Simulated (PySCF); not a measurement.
C6H15In, charge +1, doublet, geometry from GFN2-xTB (such geometries of metal compounds can be far from the true shape) (a state made from the parent by changing its charge; the spin is typed, not shown lowest) (all electrons, no relativity). Base run: CAMB3LYP/3-21G (PySCF).

Here is a job for PySCF.
```python
from pyscf import gto, scf, dft

mol = gto.M(
    atom='''
In   -0.02874802   -0.04977829    0.03511091
C     2.10669926   -0.45384467   -1.02457062
C     2.52251289    0.80865103   -1.70928484
H     1.89949468   -1.28359973   -1.69786908
H     2.74661169   -0.74701202   -0.19430849
H     2.65391045    1.63326539   -1.00542188
H     1.81809585    1.10335824   -2.49004613
H     3.49098120    0.64390372   -2.19568655
C    -0.16390143   -2.33583900    0.91534692
C    -1.45387168   -2.37601930    1.65900965
H     0.72853243   -2.42156468    1.52981043
H    -0.12496081   -2.95201000    0.02082101
H    -2.31123828   -2.19394850    1.00662839
H    -1.47047532   -1.67074242    2.49336663
H    -1.58572028   -3.37799696    2.08618684
C    -1.61043842    1.62297489    0.33793019
C    -1.20923986    2.90570265   -0.35402553
H    -1.68880115    1.74065230    1.41977377
H    -2.53655081    1.20671549   -0.06135515
H    -1.11265936    2.76797283   -1.43284147
H    -0.26996911    3.29897102    0.03999852
H    -1.97916267    3.66141813   -0.18592571
''',
    basis='3-21g',
    charge=1,
    spin=1,
    verbose=4,
)

mf = dft.UKS(mol)
mf.xc = 'camb3lyp'
mf.kernel()
```

Each row names what was changed in the base input (with any setting that the change needs).

```json
[
 {"change": "base", "ΔE vs base (mEh)": "0.000", "grid points": "253704", "electrons on the grid": "98.99995", "outcome": "converged"},
 {"change": "grids.atom_grid = (30, 110)", "ΔE vs base (mEh)": "154.1", "grid points": "54192", "electrons on the grid": "98.99009", "outcome": "converged"},
 {"change": "grids.level = 0", "ΔE vs base (mEh)": "-15.114", "grid points": "18624", "electrons on the grid": "99.01557", "outcome": "converged"},
 {"change": "grids.atom_grid = (50, 194)", "ΔE vs base (mEh)": "-0.655", "grid points": "145424", "electrons on the grid": "98.99960", "outcome": "converged"},
 {"change": "grids.radi_method = mura_knowles", "ΔE vs base (mEh)": "-0.001", "grid points": "240880", "electrons on the grid": "98.99995", "outcome": "converged"},
 {"change": "grids.atom_grid = (150, 974)", "ΔE vs base (mEh)": "-", "grid points": "-", "electrons on the grid": "-", "outcome": "cut at the time limit"},
 {"change": "small_rho_cutoff = 0", "ΔE vs base (mEh)": "0.000", "grid points": "253704", "electrons on the grid": "98.99995", "outcome": "converged"},
 {"change": "grids.prune = dft.gen_grid.sg1_prune", "ΔE vs base (mEh)": "-", "grid points": "-", "electrons on the grid": "-", "outcome": "input refused"},
 {"change": "grids.level = 1", "ΔE vs base (mEh)": "0.105", "grid points": "76248", "electrons on the grid": "98.99973", "outcome": "converged"},
 {"change": "grids.radi_method = gauss_chebyshev", "ΔE vs base (mEh)": "-0.001", "grid points": "246928", "electrons on the grid": "98.99995", "outcome": "converged"},
 {"change": "grids.radi_method = delley", "ΔE vs base (mEh)": "0.005", "grid points": "272016", "electrons on the grid": "98.99995", "outcome": "converged"}
]
```

Open shells are given as the SCF converged; they aren't shown to be the lowest states, and a large step between rows can be another state.

- grids.prune = dft.gen_grid.sg1_prune: ended with `IndexError: index 49 is out of bounds for axis 0 with size 19`
